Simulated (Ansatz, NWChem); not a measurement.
**BI3 (boron triiodide): from total energies to a heat of formation**

The species is BI3 (4 atoms), meant as a singlet with charge 0. As SMILES, `IB(I)I`. Geometry: relaxed at PBE0-D4/def2-TZVP.

```csv
atom,x (Å),y (Å),z (Å)
I,-1.3085,-0.2952,1.6156
B,0.0139,-0.0151,-0.0051
I,1.8768,-1.0063,-0.0303
I,-0.5265,1.2563,-1.6005
```

Total energies at MP2/def2-SVP (core potential), 13 core orbitals frozen (NWChem 7.3.0); the atoms run unrestricted:

```
species    state  energy (Eh)
    BI3  singlet  -915.134754
      I  doublet  -296.746959
      B  doublet   -24.536427
```

Harmonic wavenumbers at PBE0-D4/def2-TZVP, in cm⁻¹: 102, 102, 197, 321, 726, 726.

Measured heats of formation of the gaseous atoms at 298.15 K, in kJ/mol: I 106.8, B 570.3. Spin-orbit lowering of the atoms at 298 K (mean of the ground term's levels less their thermal mean, from spectra), in kJ/mol: I 30.32, B 0.00. Take 1 Eh = 2625.50 kJ/mol, 1 cm⁻¹ = 0.0119627 kJ/mol, RT = 2.479 kJ/mol.

Problem. Work out the heat of formation of the gas at 298 K.

Solution. 
1. Electronic atomisation energy: 3 × (-296.746959) + (-24.536427) − (-915.134754) = 0.357450 Eh = 938.5 kJ/mol.
2. Zero-point energy: half the sum of the wavenumbers, 1087 cm⁻¹ = 13.0 kJ/mol.
3. Thermal vibrational enthalpy, Σ hcν̃/(exp(hcν̃/kT) − 1): 6.9 kJ/mol. Translation, rotation and pV of a non-linear molecule: 4 RT = 9.9 kJ/mol.
4. The 4 free atoms carry 5/2 RT each: 24.8 kJ/mol.
5. Spin-orbit coupling lowers the free atoms by 3 × 30.32 + 0.00 = 91.0 kJ/mol.
6. Atomisation enthalpy at 298 K: 938.5 − 91.0 − 13.0 − 6.9 − 9.9 + 24.8 = 842.5 kJ/mol.
7. Sum of the atoms' heats of formation: 890.7 kJ/mol. Heat of formation: 890.7 − 842.5 = +48.2 kJ/mol.

The tabulated value is +71.1 kJ/mol (NIST-JANAF tables; in doubt, as an older value, an estimate or one at odds with other calculations), so this level is off by -22.9 kJ/mol, or 2.8 % of the atomisation enthalpy that the table implies (819.4 kJ/mol). The molecule's own second-order spin-orbit lowering, which matters beside iodine, is left out. Anharmonicity and any spin-orbit splitting of the molecule are left out, and so is core correlation.
